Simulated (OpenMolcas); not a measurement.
OpenMolcas run: neutral sulfur

Input:

```
&GATEWAY
Coord
1

S 0.0 0.0 0.0
Basis=ANO-L-VQZP
Group=XYZ
NoMove
AngMom=0.0 0.0 0.0
AMFI
&SEWARD
* reference wave functions (RASSCF and RASSI steps not shown): 4 electrons in 3 orbitals (3p)
>>> COPY JOB001 $Project.JobIph
&CASPT2
Multistate=3 1 2 3
NoMult
Frozen=2 3
IPEA=0.6
Sig2=0.4
MaxIter=60
WThr=0.0 0.3 0.05
PrWF=0.5
NoMix
>>> COPY JOB002 $Project.JobIph
&CASPT2
Multistate=6 1 2 3 4 5 6
NoMult
Frozen=2 3
IPEA=0.6
Sig2=0.4
MaxIter=60
WThr=0.0 0.3 0.05
PrWF=0.5
NoMix
```

Launched by
```bash
OMP_NUM_THREADS=1 MOLCAS_MEM=2252 MOLCAS_PROJECT=a pymolcas a.inp > a.log  # once for each step of the input, in one work folder
```

Output, cut to the results:

```
--- CASPT2 ---
Orbital specifications:
      -----------------------

      Symmetry species                           1   2
                                                ag  au
      Frozen orbitals                            2   3
      Inactive orbitals                          1   0
      Active orbitals                            0   3
      Secondary orbitals                        18  23
      Deleted orbitals                           0   0
      Number of basis functions                 21  29
Type of calculation                        SS-CASPT2
      Fock operator                              state-specific
      IPEA shift                                 0.60
      Real shift                                 0.00
      Imaginary shift                            0.00
      Sigma^2 regularizer                        0.40
      The input orbitals will be transformed to quasi-canonical
Reference energy:        -397.5037464945
      E2 (Non-variational):      -0.1209800245
      Shift correction:          -0.0000158638
      E2 (Variational):          -0.1209958883
      Total energy:            -397.6247423828
      Residual norm:              0.0000004372
      Reference weight:           0.95471
      Contributions to the CASPT2 correlation energy
      Active & Virtual Only:         -0.0558926291
      One Inactive Excited:          -0.0546490627
      Two Inactive Excited:          -0.0104383328
Reference energy:        -397.5037464945
      E2 (Non-variational):      -0.1209800245
      Shift correction:          -0.0000158638
      E2 (Variational):          -0.1209958883
      Total energy:            -397.6247423828
      Residual norm:              0.0000004372
      Reference weight:           0.95471
      Contributions to the CASPT2 correlation energy
      Active & Virtual Only:         -0.0558926291
      One Inactive Excited:          -0.0546490627
      Two Inactive Excited:          -0.0104383328
::    CASPT2 Root  1     Total energy:   -397.62474238
::    CASPT2 Root  2     Total energy:   -397.62474238
::    CASPT2 Root  3     Total energy:   -397.62474238
--- CASPT2 ---
Orbital specifications:
      -----------------------

      Symmetry species                           1   2
                                                ag  au
      Frozen orbitals                            2   3
      Inactive orbitals                          1   0
      Active orbitals                            0   3
      Secondary orbitals                        18  23
      Deleted orbitals                           0   0
      Number of basis functions                 21  29
Type of calculation                        SS-CASPT2
      Fock operator                              state-specific
      IPEA shift                                 0.60
      Real shift                                 0.00
      Imaginary shift                            0.00
      Sigma^2 regularizer                        0.40
      The input orbitals will be transformed to quasi-canonical
Reference energy:        -397.4508951877
      E2 (Non-variational):      -0.1321290247
      Shift correction:          -0.0000057407
      E2 (Variational):          -0.1321347653
      Total energy:            -397.5830299530
      Residual norm:              0.0000006413
      Reference weight:           0.94812
      Contributions to the CASPT2 correlation energy
      Active & Virtual Only:         -0.0614587829
      One Inactive Excited:          -0.0602255546
      Two Inactive Excited:          -0.0104446871
Reference energy:        -397.4508951877
      E2 (Non-variational):      -0.1329469317
      Shift correction:          -0.0000039476
      E2 (Variational):          -0.1329508793
      Total energy:            -397.5838460670
      Residual norm:              0.0000005848
      Reference weight:           0.94776
      Contributions to the CASPT2 correlation energy
      Active & Virtual Only:         -0.0622874224
      One Inactive Excited:          -0.0602213870
      Two Inactive Excited:          -0.0104381223
::    CASPT2 Root  1     Total energy:   -397.58302995
::    CASPT2 Root  2     Total energy:   -397.58384607
::    CASPT2 Root  3     Total energy:   -397.58339239
::    CASPT2 Root  4     Total energy:   -397.58344792
::    CASPT2 Root  5     Total energy:   -397.58244332
::    CASPT2 Root  6     Total energy:   -397.51745090
```

Levels above the lowest, from the spin-orbit matrix with the single-state CASPT2 energies, averaged by term, on its diagonal:

| Configuration | Term | J | E (eV) | Measured (eV) | g | Term weight % |
| --- | --- | --- | --- | --- | --- | --- |
| 3s2 3p4 | 3P | 2 | 0.0000 | 0.0000 | 1.501 | 100 |
| 3s2 3p4 | 3P | 1 | 0.0462 | 0.0491 | 1.501 | 100 |
| 3s2 3p4 | 3P | 0 | 0.0674 | 0.0711 |  | 100 |
| 3s2 3p4 | 1D | 2 | 1.154 | 1.1454 | 1.000 | 100 |
| 3s2 3p4 | 1S | 0 | 2.945 | 2.7500 |  | 100 |

Against the 4 measured excited levels shown (NIST Handbook of Basic Atomic Spectroscopic Data) the mean absolute deviation is 420 cm-1; the largest miss in energy is 3s2 3p4 1S0: computed 2.945, measured 2.7500 eV (+7.1 %).

Term energies are means over components that CASPT2 splits; among the terms shown or strongly mixed into the levels shown the widest spread is 310 cm-1 (3s2 3p4 1D). Terms from blocks run as CI alone lack orbitals of their own. With the s shell closed, the reference lacks s² → p² mixing. Measured partners are found by configuration, term and J. A level has none where our copy of the source lacks it or the pairing is in doubt (some pairs that miss far off the trend of their configuration count as doubtful), and it then counts in no deviation. Levels of configurations outside the active space are missing.

The term weight is that of the spin-free term in the level, not the purity of its configuration.
